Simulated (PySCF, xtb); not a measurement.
C₃H₅NOSi, SMILES N1C=C[Si@@H](C=1)O.

GFN2-xTB (xtb) at its own geometry gives an orbital gap of 1.83 eV and a dipole moment of 1.90 D.

Geometry optimised at ωB97X-D3(BJ)/def2-SVP. The structure was generated by enumeration; whether it is a known compound was not checked. One conformer was computed; it need not be the lowest.

Problem. What does HF/def2-TZVP in PySCF give? (An estimate is asked for; the answer gives what the named calculation found.)

Solution. gap 11.10 eV (levels -9.61 and 1.49 eV), dipole 1.20 D.
